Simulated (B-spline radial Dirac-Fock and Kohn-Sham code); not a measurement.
## Dipole and non-dipole photoemission parameters of Ti 3s

System: the Ti atom, configuration [Ar] 3d2 4s2; threshold 67.83 eV (orbital energy of the model). Method: Dirac-Hartree-Slater photoionisation with a Latter tail; cross sections with all multipoles, angular parameters from the dipole term and its interference with E2. Computed with a radial atomic solver.

For linearly polarised light dσ/dΩ = σ/(4π) [1 + β P₂(cos θ) + (δ + γ cos²θ) sin θ cos φ], with θ from the polarisation vector and φ the angle between the beam and the projection of the electron momentum on the plane normal to the polarisation.

```tsv
hν (eV)	σ (kb)	β	γ
76.1	405	1.998	0.013
80	?	?	?
117	351	1.999	0.213
120	344	1.999	0.216
157	266	1.999	0.211
196	206	2.000	0.174
296	116	2.000	0.075
300	113	2.000	0.072
400	72.2	2.000	0.007
449	59.7	2.000	-0.014
488	51.9	2.000	-0.027
540	43.6	2.000	-0.038
600	36.2	2.000	-0.046
697	27.7	2.000	-0.049
1253.6	9.07	2.000	0.047
2010	3.46	2.000	0.250
2020	3.42	2.000	0.253
3160	1.29	2.000	0.555
3870	0.810	2.000	0.724
6000	0.283	2.000	1.159
6850	0.204	2.000	1.309
8260	0.127	1.999	1.535
9251.7	0.0947	1.999	1.682
10900	0.0616	1.999	1.908
11100	0.0587	1.999	1.935
11200	0.0573	1.999	1.947
12600	0.0419	1.999	2.122
12700	0.0410	1.999	2.134
```

Question: Give the values at 80 eV.

Answer: σ = 402 kb, β = 1.998, γ = 0.053. For an s subshell δ is negligible.
